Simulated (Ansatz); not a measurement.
A geometry optimisation of CH4GeSn with PBE-D3(BJ)/def2-SVP

The starting geometry of this gas-phase singlet was optimised with GFN2-xTB.

```yaml
atoms:
  - { symbol: C, position_ang: [1.2113, 0.1315, 0.6671] }
  - { symbol: Ge, position_ang: [1.4009, -0.3581, -1.3075] }
  - { symbol: Sn, position_ang: [-1.2439, -0.0043, -1.8085] }
  - { symbol: H, position_ang: [1.9553, -0.3995, 1.2588] }
  - { symbol: H, position_ang: [-1.2441, -1.7908, -1.5479] }
  - { symbol: H, position_ang: [0.2350, -0.0663, 1.1044] }
  - { symbol: H, position_ang: [1.4137, 1.1981, 0.7686] }
```

Q: Where would you expect an optimisation with PBE-D3(BJ)/def2-SVP to take it?

A: A new bond forms, giving a structure with H5 bridging Sn3 and Ge2, given below by its coordinates. Distances that change by over a tenth: Ge2–Sn3 (2.71 → 2.44 Å), Sn3–H5 (1.81 → 2.08 Å). Contacts that close: Ge2–H5 (3.02 → 1.73 Å).

The energy falls by 0.69 eV over 18 steps:

| step | E − E(last) (eV) |
| --- | --- |
| 1 | 0.691 |
| 3 | 0.556 |
| 5 | 0.335 |
| 7 | 0.232 |
| 9 | 0.097 |
| 10 | 0.051 |
| 12 | 0.007 |
| 14 | 0.001 |
| 16 | 0.000 |
| 18 | 0.000 |

Final geometry (Å):

```xyz
7

C     1.1937    0.0904    0.7706
Ge    0.2285    0.1541   -0.9682
Sn   -1.1881   -0.4535   -2.8620
H     1.8953   -0.7656    0.7803
H    -0.6308   -1.3448   -1.0701
H     0.4674   -0.0036    1.6006
H     1.7621    1.0337    0.8839
```

Frequencies at the end are all real (lowest 56 cm⁻¹). Atoms past krypton carry core potentials, without spin–orbit terms. Run with Ansatz 0.2.0, 27 s on 2 threads of Intel(R) Xeon(R) Processor @ 2.70GHz, with other jobs on the host.
